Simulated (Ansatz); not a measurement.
System: CaO (charge 0, singlet). SMILES: [O]=[Ca]
Geometry from a B3LYP-D3(BJ)/def2-TZVP (Ansatz, a first-principles code) optimisation:
```xyz
2

Ca     0.0000     0.0000    -0.5211
O      0.0000     0.0000     1.3028
```
Charge 0, spin multiplicity 1.

Property: size of the dipole moment, in D. Terms: 6-311+G** with 5d; non-relativistic; LANL2DZ with its own core potentials from Na on; no spin-orbit coupling; 6-31G* and kin with 6d, 5d where marked. First-principles rows: single points at B3LYP-D3(BJ) geometries (Ansatz).

```
level                            program  size of the dipole moment (D)
-------------------------------  -------  -----------------------------
PBE/STO-3G                        Ansatz                           1.80
PBE/3-21G                         Ansatz                           4.36
PBE/LANL2DZ                       Ansatz                           6.01
PBE/6-31G*                        Ansatz                           7.53
PBE/def2-SVP                      Ansatz                           7.33
PBE/6-31G* with LANL2DZ past Ar   Ansatz                           5.15
PBE/6-311+G**                     Ansatz                           8.14
```

No value to compare with is used here. The 7 habitual levels span 1.80 (PBE/STO-3G) to 8.14 D (PBE/6-311+G**).

The sets are all those run for this method; runs whose electronic state is in doubt are left out.
